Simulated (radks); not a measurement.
Task: The rubidium ion Rb25+, [Ne] 3s2. Calculated with a radial shooting solver on a logarithmic mesh with Libxc functionals: non-relativistic Kohn-Sham, exchange-only B88, spin-polarised, spherical densities, point nucleus. Every spin shell is full or empty, so the densities are truly spherical. Functionals are evaluated on that one density, not self-consistently. Rank these exchange functionals by their error against the exact value of the orbitals, and give that value: LDA, PW91, PW86, WC, AM05, EV93, APBE, TPSS, revTPSS, r2SCAN.

Result: Exact: -62.6484 hartree. From best to worst, with 100 (|E| - |E exact|)/|E exact| (equal figures are ties): TPSS +0.08, r2SCAN -0.16, PW91 -0.16, PW86 +0.36, APBE +0.51, revTPSS -0.68, EV93 +1.03, WC -1.56, AM05 -6.74, LDA -7.71.
